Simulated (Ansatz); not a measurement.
Gas-phase electronic energies from Ansatz, PBE0-D4/def2-TZVP geometries. CCSD(T)/CBS is the MP2 limit (def2-TZVPP, def2-QZVPP) plus CCSD(T) − MP2 in def2-TZVPP, frozen cores. This one scheme is used for every species. DFT in def2-TZVPP. Elements past krypton have def2 core potentials. For In outer-core shells are correlated without core-valence functions, which leaves a few kJ/mol of doubt a bond. Each species was taken in one conformer, which may not be the lowest.

Consider the formal exchange of groups at the In–Cl bond: `C[O][InH][Cl]` + `C#N` → `C[O][InH][C]#N` + HCl.

| level | ΔE (eV) |
| --- | --- |
| LDA (SPW92) | 0.84 |
| r2SCANh-D4 | 0.89 |
| r2SCAN0-D4 | 0.89 |
| ωB97X-V | 0.83 |
| ωB97M-V | 0.83 |
| BLYP | 0.87 |
| CCSD/def2-SVP | 0.86 |
| CCSD(T)/def2-SVP | 0.85 |

Question: What does CCSD(T)/CBS give? (Estimate.)

Answer: Computed: +0.84 eV. The listed levels differ from it by 0.00, 0.05, 0.05, -0.01, -0.01, 0.03, 0.02, 0.01 eV.

Largest T1 diagnostic among the species: 0.017.

In def2-TZVPP, CCSD(T) changes the Hartree–Fock value by −0.16 eV (the triples alone add −0.01 eV) and MP2 by −0.14 eV. Leaving LDA and LC-ωPBE aside and taking each functional with its dispersion term where it has one, the values, not all of them listed here, spread over 0.08 eV, from ωB97M-V to B97M-V.
